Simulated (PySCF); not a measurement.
**Unknown compound**

Molecular formula: C3H11NOSi4. Simulated spectra:

¹H NMR (500 MHz, computed): δ 4.35 (m, 2H), 4.11 (s, 3H), 3.98 (m, 2H), 3.95 (m, 1H), 3.88 (m, 1H), 1.68 (s, 2H).

¹³C{¹H} NMR (computed): δ 124.0 (C), 55.5 (CH3), 8.6 (CH2).

- GFN2-xTB geometry
- PBE0/pcSseg-1 with gauge-including orbitals
- program: PySCF 2.14
- gas phase, one conformer, one averaged value for each set of equivalent atoms, non-relativistic Hamiltonian

Scale: ¹H (σ = 31.72 ppm) and ¹³C (σ = 186.93 ppm) vs TMS (reference shieldings calculated alike).

Q: Deduce the structure.

A: 
- The formula gives 3 degrees of unsaturation (1 ring in the answer).
- 3 carbon signals for 3 carbons: no two carbons are equivalent.
- Carbon types of the structure: 1 × C, 1 × CH2, 1 × CH3, leaving 6 H on heteroatoms.
- δC 124.0: nitrile carbon; typical of a nitrile.
- δC 55.5: methyl carbon bonded to O; the inductive effect lowers its shielding.
- δC 8.6: sp3 CH2 bonded to Si, α to a nitrile; an electropositive neighbour leaves it electron-rich and shielded.
- δH 4.35, 3.98, 3.95, 3.88: hydrogen on a silicon bonded to 2 Si, in a 4-membered ring.
- δH 4.11: hydrogen on a methyl carbon bonded to O; its carbon carries O, which withdraws density.
- δH 1.68: hydrogen on an sp3 CH2 bonded to Si, α to a nitrile.

The compound is `[SiH2]1[SiH2][Si](OC)(CC#N)[SiH2]1`.

The shifts were computed for this structure.

Shifts are as computed. Against solution values, carbons near 30 ppm lie about +3 ppm off and those near 130 ppm about +5 ppm. Of 1309 compounds with measured shifts, 239 miss one by over three times the rms of a fit or turn the order of signals round; such compounds aren't used in these exercises. Multiplicities follow the n + 1 count of equivalent neighbours, as no J values were calculated; m marks all less simple cases, F and P coupling included.
